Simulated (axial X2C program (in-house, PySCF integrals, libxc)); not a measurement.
Rh⁺: configurations by level of theory

Calculated with an in-house all-electron X2C program for linear molecules (integrals from PySCF), basis dyall-cv3z (cores contracted in-house), spin-free (one-electron X2C) and two-component (2c, atomic mean-field Coulomb and Gaunt terms). Energies in eV from the lowest row of each column (rows without correlated energies are left out; n/a marks j-coupled starts, which PBE0 does not hold); electrons by l are Mulliken totals of the Hartree–Fock solution, and PBE0 can relax to another configuration under the same block occupation. Coupled cluster uses truncated natural virtuals with an MP2 remainder. Frozen shells in the correlated columns: 4 s, 3 p, 1 d.

The low spin-free determinants:

```json
{"electrons by l": "s8 p18 d18", "M_S, M_L": "1, 2", "HF": "0.00", "MP2": "0.00", "CCSD(T)": "0.00", "PBE0": "0.00"}
{"electrons by l": "s8 p18 d18", "M_S, M_L": "1, 3", "HF": "0.08", "MP2": "0.06", "CCSD(T)": "0.07", "PBE0": "0.19"}
{"electrons by l": "s8 p18 d18", "M_S, M_L": "1, 0", "HF": "0.19", "MP2": "0.16", "CCSD(T)": "0.12", "PBE0": "0.06"}
{"electrons by l": "s8 p18 d18", "M_S, M_L": "1, 1", "HF": "0.67", "MP2": "0.48", "CCSD(T)": "0.40", "PBE0": "0.35"}
```

And the two-component ones:

| electrons by l | 2M_J | HF | MP2 | CCSD(T) | PBE0 |
| --- | --- | --- | --- | --- | --- |
| s8 p18 d18 | 6 | 0.00 | 0.00 | 0.00 | 0.00 |
| s8 p18 d18 | 8 | 0.03 | 0.01 | 0.03 | 0.13 |
| s8 p18 d18 | 2 | 0.25 | 0.21 | 0.16 | 0.18 |
| s8 p18 d18 | 2 | 0.21 | 0.20 | 0.18 | 0.26 |
| s8 p18 d18 | 4 | 0.61 | 0.45 | 0.34 | 0.39 |
| s8 p18 d18 | 4 | 0.38 | 0.34 | 0.35 | 0.52 |

Ground level as tabulated from the NIST Atomic Spectra Database (leading term): 2S+1 = 3, L = 3, J = 4.

Single determinants need not be terms or J levels, so several rows can belong to one term; PBE0 has no current term and treats spin collinearly, and Hartree–Fock breaks spherical symmetry, which spreads rows that should be degenerate. The search is wide but not exhaustive and can miss a configuration; gaps between s and d configurations can be off by some tenths of an eV with this basis and core.

The run took 3.5 min on 1 thread of Arm Neoverse N1, with other jobs on the host.
